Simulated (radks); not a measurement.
Problem. Yb+, configuration [Kr] 4d10 4f14 5s2 5p4 6s1 5d2 (not the ground configuration). Method: Dirac Kohn-Sham, BLYP, spin-unpolarised, spherical densities, finite nucleus; open shells are shared between the two j in proportion to 2j + 1; Fermi nuclear charge, rms radius 5.3108 fm; computed with a radial shooting solver on a logarithmic mesh with Libxc functionals.

Spin-orbit splittings of the eigenvalues, e(l+1/2) - e(l-1/2), with zeta = 2 splitting/(2l+1) and mean radii in bohr:

| shell | occ. | splitting (eV) | zeta (eV) | <r> j=l-1/2 | <r> j=l+1/2 |
|---|---|---|---|---|---|
| 2p | 6 | 1047 | 698.3 | 0.06871 | 0.07621 |
| 3p | 6 | 222.3 | 148.2 | 0.2060 | 0.2201 |
| 3d | 10 | 48.59 | 19.43 | 0.1935 | 0.1978 |
| 4p | 6 | 50.28 | 33.52 | 0.4958 | 0.5284 |
| 4d | 10 | 9.145 | 3.658 | 0.5539 | 0.5654 |
| 4f | 14 | ? | ? | 0.7520 | 0.7690 |
| 5p | 4 | 6.473 | 4.315 | 1.339 | 1.447 |
| 5d | 2 | 0.4267 | 0.1707 | 2.336 | 2.412 |
| 6p | 0 | 0.5804 | 0.3869 | 4.125 | 4.410 |

Estimate the 4f splitting.

Solution. 1.340 eV (zeta = 0.3828 eV).
